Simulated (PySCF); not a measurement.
Electronic structure of W⁺ (tungsten, charge +1) at the UHF level

Configuration: [Xe] 4f14 5d5, high-spin 6S determinant (an excited configuration). Computed with PySCF 2.14 in aug-cc-pVTZ-PP with ECP60MDF (6s6p5d3f2g, 88 functions), with a scalar-relativistic core potential.

```json
{
  "Total energy": "-66.447078 hartree",
  "One-electron energy": "-110.3336 hartree",
  "Hartree (Coulomb) energy": "50.9026 hartree",
  "Exchange energy": "-7.0161 hartree",
  "⟨S²⟩": "8.7547",
  "⟨L²⟩": "0.000",
  "Sum of ⟨r⟩": "19.97 bohr",
  "Sum of ⟨r²⟩": "37.32 bohr²"
}
```

```csv
shell,electrons,mean orbital energy (eV),"rms radius, mean of both spins (bohr)"
5s α,1,-99.553,1.16
5s β,1,-94.712,1.16
5p α,3,-60.739,1.36
5p β,3,-53.185,1.36
5d α,5,-15.573,2.17
```

Energies and moments cover only the electrons outside the core potential. Spin-orbit coupling, which splits the p, d and f shells strongly at this Z, is absent.
